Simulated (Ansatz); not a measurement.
Ansatz (a program for electronic structure) input:

Ansatz 0.2 input:
```yaml
crystal:
  periodic: [false, false, false]
  atoms:
    - {symbol: C, position_ang: [3.56713732, 0.17161654, -0.25031964]}
    - {symbol: C, position_ang: [2.31819419, -0.67435079, -0.02067219]}
    - {symbol: C, position_ang: [1.04642427, 0.16112607, 0.09984468]}
    - {symbol: C, position_ang: [-0.21329984, -0.68916289, 0.32664294]}
    - {symbol: C, position_ang: [-1.45011539, 0.12494386, 0.48854747]}
    - {symbol: C, position_ang: [-2.53880805, 0.07758743, -0.36090398]}
    - {symbol: C, position_ang: [-3.68407315, 0.83587256, -0.23615753]}
    - {symbol: H, position_ang: [3.48148479, 0.75705404, -1.16888211]}
    - {symbol: H, position_ang: [3.72385236, 0.87223271, 0.57340634]}
    - {symbol: H, position_ang: [4.46095786, -0.44938058, -0.33361089]}
    - {symbol: H, position_ang: [2.20269097, -1.38846775, -0.84256203]}
    - {symbol: H, position_ang: [2.44198156, -1.27368841, 0.88726655]}
    - {symbol: H, position_ang: [0.91293011, 0.76200736, -0.80505789]}
    - {symbol: H, position_ang: [1.15415630, 0.87234561, 0.92570588]}
    - {symbol: H, position_ang: [-0.05298617, -1.30119179, 1.22419724]}
    - {symbol: H, position_ang: [-0.33547414, -1.38729521, -0.50669226]}
    - {symbol: H, position_ang: [-1.47987787, 0.81737523, 1.32614079]}
    - {symbol: H, position_ang: [-2.48400714, -0.61815323, -1.19549702]}
    - {symbol: H, position_ang: [-3.79926587, 1.54579516, 0.57339649]}
    - {symbol: H, position_ang: [-4.49919896, 0.74557044, -0.93970176]}
basis:
  gaussian:
    orbitals: cc-pVTZ
magnetization: {spin_polarized: true, initial_magnetization: 1}
correlation: {method: ccsd_t, electrons: outside_noble_gas}
```

Problem. What final total energy does it print?

Solution. -273.99493 Eh (CCSD(T)/cc-pVTZ). The basis has 392 functions.

It need not be the lowest isomer of its formula.

The determinant is spin-contaminated: <S^2> is 0.95 against 0.75 for a pure state.
